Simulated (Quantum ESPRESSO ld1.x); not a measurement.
Results of a calculation; reference values are marked as such.
Task: The mean radii <r> (bohr) of the occupied orbitals of an atom or ion are listed with their occupations. Level of theory: Dirac Kohn-Sham, LDA (Slater exchange, VWN5 correlation), spin-unpolarised, spherical densities, point nucleus (ld1.x of Quantum ESPRESSO 7.5).

| orbital | occ. | <r> |
|---|---|---|
| 1s1/2 | 2 | 0.01835 |
| 2s1/2 | 2 | 0.07698 |
| 2p1/2 | 2 | 0.06367 |
| 2p3/2 | 4 | 0.07163 |
| 3s1/2 | 2 | 0.2007 |
| 3p1/2 | 2 | 0.1907 |
| 3p3/2 | 4 | 0.2054 |
| 3d3/2 | 4 | 0.1797 |
| 3d5/2 | 6 | 0.1843 |
| 4s1/2 | 2 | 0.4497 |
| 4p1/2 | 2 | 0.4547 |
| 4p3/2 | 4 | 0.4883 |
| 4d3/2 | 4 | 0.5050 |
| 4d5/2 | 6 | 0.5165 |
| 5s1/2 | 2 | 1.060 |
| 5p1/2 | 2 | 1.161 |
| 5p3/2 | 4 | 1.256 |
| 4f5/2 | 6 | 0.6006 |
| 4f7/2 | 8 | 0.6099 |
| 5d3/2 | 2 | 1.685 |
| 6p1/2 | 1 | 2.917 |

Name the element and its charge. Open shells, if any, fill j = l - 1/2 first.

Result: Z = 74, tungsten, charge +3: W3+ in [Xe] 4f14 5d2 6p1. The 1s radius gives Z: for a bare nucleus <r> = (2 gamma + 1)/(2Z) with gamma = sqrt(1 - (Z/c)^2), 0.01813 bohr for Z = 74, and screening makes it slightly larger (0.01835 here). The occupations add up to 71, and the charge is Z minus that.
